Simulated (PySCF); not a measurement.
PySCF 2.14 output of an unrestricted r2SCANh calculation on a single atom or ion in aug-cc-pVTZ-DK (8s7p5d3f2g, 93 functions), with scalar relativity by spin-free X2C-1e:

```
SCF conv_tol = 1e-09
number electrons alpha = 15  beta = 11
    M. Bursch, H. Neugebauer, S. Ehlert, and S. Grimme.,  J. Chem. Phys. 156, 134105 (2022)
cycle= 1 E= -1392.71148518966  delta_E= -0.0116  |g|= 0.068  |ddm|= 0.558
cycle= 2 E= -1392.7109205045  delta_E= 0.000565  |g|= 0.102  |ddm|= 0.591
cycle= 3 E= -1392.71262045936  delta_E= -0.0017  |g|= 0.00555  |ddm|= 0.0952
cycle= 4 E= -1392.71268865355  delta_E= -6.82e-05  |g|= 0.00417  |ddm|= 0.0703
cycle= 5 E= -1392.7127231218  delta_E= -3.45e-05  |g|= 0.00176  |ddm|= 0.0363
cycle= 6 E= -1392.7127305449  delta_E= -7.42e-06  |g|= 0.000303  |ddm|= 0.014
cycle= 7 E= -1392.71273078205  delta_E= -2.37e-07  |g|= 7.16e-05  |ddm|= 0.00285
cycle= 8 E= -1392.71273078756  delta_E= -5.51e-09  |g|= 2.04e-05  |ddm|= 0.000311
cycle= 9 E= -1392.71273078832  delta_E= -7.53e-10  |g|= 2.48e-06  |ddm|= 0.000175
converged SCF energy = -1392.71273078832  <S^2> = 6.0028176  2S+1 = 5.0011269
```

The run itself started from symmetry-adapted Hartree-Fock orbitals and held the occupation by maximum overlap, on a logarithmic radial grid, so the iterations belong to that start.

Problem. Which element, charge and spin multiplicity is this?

Solution. Co+ (cobalt, charge +1), multiplicity 5; the state was [Ar] 3d7 4p1, one real determinant (an excited configuration).

⟨L²⟩ = 13.95 against 20 for a pure G term, so this real determinant mixes terms.
